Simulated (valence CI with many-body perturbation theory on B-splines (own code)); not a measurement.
**From CI to CI+MBPT in Ag41+**

Calculated by relativistic CI+MBPT: four valence electrons over a frozen Dirac-Fock core [He], radial functions for each j: 11 s, 11 p, 9 d, 7 f, 5 g, 2 h, 1 i, with the one-electron correlation potential Σ1, the two-electron term Σ2, the three-electron term Σ3, Breit, model QED; selected CI, second order for the rest (own B-spline code, finite nucleus).

The last digits are not significant, and no measured levels were compared; by estimate large intervals hold to a few tenths of a per cent, small ones and those within an open d or f shell to about a per cent. Among the levels kept, up to 290 cm⁻¹ of a level comes from second order outside the variational space, and about a tenth of that is noise between levels of different J, which matters for small intervals.

Each rung adds one term. CI alone is the Dirac-Coulomb CI over the frozen core; QED comes last and gives the full result, which names the levels. Energies are above (2s^2 2p1/2^2) J=0 on the same rung, in Ry.

Levels are named by their leading jj configuration (3d3/2^4 stands for four electrons in 3d with j = 3/2), which in mixed levels can hold well under half, so a name can repeat and another be missing. Letters in brackets count levels of one name in rising energy.

| Level | CI alone | + Σ1 | + Σ2 | + Σ3 | + Breit | Full |
| --- | --- | --- | --- | --- | --- | --- |
| (2s^2 2p1/2 2p3/2) J=1 | 13.125 | 13.130 | 13.126 | 13.127 | 12.861 | 12.890 |
| (2s^2 2p1/2 2p3/2) J=2 | 14.291 | 14.296 | 14.293 | 14.293 | 13.881 | 13.910 |
| (2s 2p1/2^2 2p3/2) J=2 | 24.341 | 24.330 | 24.319 | 24.318 | 24.215 | 23.977 |
| (2s^2 2p3/2^2) J=2 | 28.086 | 28.095 | 28.093 | 28.092 | 27.490 | 27.543 |
| (2s 2p1/2^2 2p3/2) J=1 | 28.194 | 28.183 | 28.164 | 28.158 | 28.119 | 27.879 |
| (2s^2 2p3/2^2) J=0 | 30.406 | 30.416 | 30.421 | 30.417 | 29.966 | 30.016 |
| (2s 2p1/2 2p3/2^2) J=2 [a] | 36.745 | 36.738 | 36.727 | 36.726 | 36.430 | 36.217 |
| (2s 2p1/2 2p3/2^2) J=3 | 39.129 | 39.123 | 39.111 | 39.108 | 38.590 | 38.377 |
| (2s 2p1/2 2p3/2^2) J=0 | 41.037 | 41.031 | 41.024 | 41.019 | 40.818 | 40.605 |
| (2s 2p1/2 2p3/2^2) J=1 [a] | 41.997 | 41.990 | 41.968 | 41.962 | 41.673 | 41.459 |
| (2s 2p1/2 2p3/2^2) J=2 [b] | 42.875 | 42.869 | 42.846 | 42.838 | 42.408 | 42.194 |
| (2s 2p1/2 2p3/2^2) J=1 [b] | 43.060 | 43.054 | 43.032 | 43.024 | 42.752 | 42.537 |
| (2s 2p3/2^3) J=2 | 54.511 | 54.510 | 54.497 | 54.492 | 53.922 | 53.735 |
| (2p1/2^2 2p3/2^2) J=2 | 55.074 | 55.051 | 55.011 | 55.001 | 54.907 | 54.428 |
| (2p1/2^2 2p3/2^2) J=0 | 57.630 | 57.608 | 57.571 | 57.561 | 57.621 | 57.144 |
| (2s 2p3/2^3) J=1 | 58.009 | 58.007 | 57.983 | 57.973 | 57.433 | 57.245 |
| (2p1/2 2p3/2^3) J=1 | 68.675 | 68.657 | 68.619 | 68.609 | 68.344 | 67.889 |
| (2p1/2 2p3/2^3) J=2 | 69.908 | 69.890 | 69.854 | 69.845 | 69.442 | 68.986 |
| (2p3/2^4) J=0 | 84.839 | 84.826 | 84.793 | 84.783 | 84.293 | 83.866 |

(1) How does the ionisation energy move along the ladder, and which term matters most?

Answers

(1) CI alone 6570.8, + Σ1 6571.1, + Σ2 6571.1, + Σ3 6571.0, + Breit 6562.7, + QED 6562.9 eV. The largest step is Breit, -8.4 eV. NIST lists 6551 ± 7 eV (semi-empirical).
